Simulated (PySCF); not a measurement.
These compounds are isomers of formula C₃H₁₃PSi₃.

A. `C=C(C)[SiH2]P([SiH3])[SiH3]`
B. `C=CC[SiH2]P([SiH3])[SiH3]`
C. SMILES P[SiH]1C[SiH2]C[SiH2]C1

Spectrum 1. $^{1}$H NMR (300 MHz, computed): δ 5.35 (m, 1H), 4.57 (m, 2H), 4.49 (m, 2H), 1.52 (m, 2H), 0.05 (m, 2H), -0.15 (m, 1H), -0.17 (m, 2H), -0.20 (m, 1H). $^{13}$C{$^{1}$H} NMR (computed): δ -5.0 (CH2), -8.3 (CH2).

Spectrum 2. $^{1}$H NMR (300 MHz, computed): δ 6.14 (m, 1H), 6.05 (m, 1H), 4.42 (m, 2H), 4.08 (m, 6H), 1.99 (s, 3H). $^{13}$C{$^{1}$H} NMR (computed): δ 145.6 (C), 140.4 (CH2), 26.5 (CH3).

Spectrum 3. $^{1}$H NMR (300 MHz, computed): δ 5.98 (m, 1H), 5.30 (m, 1H), 5.22 (m, 1H), 4.12 (m, 2H), 4.08 (m, 6H), 1.81 (m, 2H). $^{13}$C{$^{1}$H} NMR (computed): δ 142.0 (CH), 122.8 (CH2), 22.4 (CH2).

Theory: shieldings: GIAO PBE0/pcSseg-1, geometry: PBE0-D3(BJ)/def2-SVP, in PySCF 2.14 (equivalent nuclei averaged, isolated molecule, no relativistic terms, a single conformation).

Scale: $^{1}$H (σref 31.27), $^{13}$C (σref 184.41) vs TMS (reference shieldings calculated alike). Splittings of carbon signals by F and P are missing where no couplings were computed. Where no couplings were computed, multiplicities follow the n + 1 count of equivalent neighbours, and m marks all less simple cases (inequivalent or close neighbours, rings, F or P nearby). Shifts are as computed. Against solution values, carbons near 30 ppm lie about +2 ppm off and those near 130 ppm about +5 ppm. Of 1309 compounds with measured shifts, 239 miss one by over three times the rms of a fit or turn the order of signals round; such compounds aren't used in these exercises.

Q: Match each spectrum to its structure.

A: 1–C, 2–A, 3–B.

- Spectrum 1 (C): 2 $^{13}$C signals; δC -5.0 is an sp3 CH2 bonded to 2 Si; δC -8.3 is an sp3 CH2 bonded to 2 Si.
- Spectrum 2 (A): 3 $^{13}$C signals; δC 145.6 is a fully substituted alkene carbon; δC 140.4 is a terminal =CH2 carbon.
- Spectrum 3 (B): 3 $^{13}$C signals; δC 142.0 is an alkene CH; δC 122.8 is a terminal =CH2 carbon.
